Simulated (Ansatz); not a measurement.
Species: arsine, AsH₃, net charge 0, singlet state. 
Structure (B3LYP-D3(BJ)/def2-TZVP (Ansatz, a program for electronic structure) minimum search):
```xyz
4

As     0.0003     0.0002     0.0708
H     -0.7759    -1.0063    -0.7723
H     -0.4876     1.1692    -0.7786
H      1.2523    -0.1682    -0.7839
```
Charge 0, spin multiplicity 1.

Basis-set convergence of Hartree-Fock and MP2 correlation energies (hartree) with Ansatz. Valence correlation only, unless marked. Spin-orbit coupling is left out. The frozen core is the preceding noble-gas configuration, with the filled d and f shells of earlier blocks. Non-relativistic.

| basis | functions | E(HF) | E(corr, MP2) |
|---|---|---|---|
| aug-cc-pVDZ | 63 | -2235.90013 | -0.13124 |
| aug-cc-pVTZ | 128 | -2235.97349 | -0.16038 |
| aug-cc-pVQZ | 231 | -2235.97704 | -0.16982 |

Extrapolating the two largest sets (X = 3 and 4) as X^-3: E(corr) = (64·(-0.16982) - 27·(-0.16038))/37 = -0.1767 Eh, an estimate of the basis-set limit. The largest set recovers 96.1 % of it, the smallest 74.3 %.
